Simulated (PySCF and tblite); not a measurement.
The numbers below are computed, except where a source is named.
2 diastereomers of C₂H₆F₄O₃Si₃, numbered alike:

```csv
isomer,SMILES,descriptors (one enantiomer)
A,[CH3:1][Si@:2]1([F:3])[O:4][Si@:5]([CH3:6])([F:7])[O:8][Si:9]([F:10])([F:11])[O:12]1,"2S, 5S"
B,[CH3:1][Si@@:2]1([F:3])[O:4][Si@:5]([CH3:6])([F:7])[O:8][Si:9]([F:10])([F:11])[O:12]1,"2R, 5S"
```

Protocol: conformer search, at most 4 conformers an isomer, GFN2-xTB geometries, energies PBE0/def2-SVP (IEF-PCM, chloroform) (D3(BJ) added where defined), GIAO shieldings KT2/pcSseg-1 (IEF-PCM, chloroform), weights at 298.15 K with GFN2-xTB thermal terms. Programs: PySCF with density fitting and tblite.

(1) What shifts does each isomer give (ppm)?

Unscaled ²⁹Si shifts at such levels can be off by tens of ppm; differences between conformers or isomers are more reliable. Shifts are unscaled: against experiment ¹³C can be off by 15 ppm or more and ¹H by 0.8 ppm.

Answers

(1) 
A: ¹H (against TMS): 0.52 (H1/H6, 6H). ¹³C (against TMS): -3.5 (C1/C6). ²⁹Si (against TMS): -45.9 (Si2/Si5), -99.5 (Si9).

B: ¹H (against TMS): 0.43 (H1/H6, 6H). ¹³C (against TMS): -4.0 (C1/C6). ²⁹Si (against TMS): -46.7 (Si2/Si5), -98.9 (Si9).
